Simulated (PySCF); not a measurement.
WCl2, SMILES [Cl][W][Cl] (connectivity only; charge and spin as stated), neutral, multiplicity 3.

The structure is a stationary point at PBE0-D3(BJ)/def2-TZVP. The spin state was assumed, not searched. The def2 effective core potentials stand for the cores of W; spin–orbit coupling is left out.

Two levels are set side by side: PBE/def2-TZVPD (PySCF) and r2SCAN/def2-TZVPD (PySCF). Same geometry, gas phase. Differences are taken from unrounded values.

```csv
quantity,r2SCAN
α-spin orbital gap (eV),1.49
β-spin orbital gap (eV),1.40
mean polarisability (bohr³),81.8
```

**Question.** What does PBE give, and how far is it from r2SCAN? (An estimate is asked for; the answer gives what the named calculation found.)

**Answer.** 
```json
[
 {"quantity": "α-spin orbital gap (eV)", "PBE": "0.93", "PBE minus r2SCAN": "-0.56"},
 {"quantity": "β-spin orbital gap (eV)", "PBE": "0.95", "PBE minus r2SCAN": "-0.44"},
 {"quantity": "mean polarisability (bohr³)", "PBE": "83.1", "PBE minus r2SCAN": "1.4"}
]
```

Rough cost on one machine, each run with all the roots and properties that it gave: r2SCAN against PBE about 3 times.
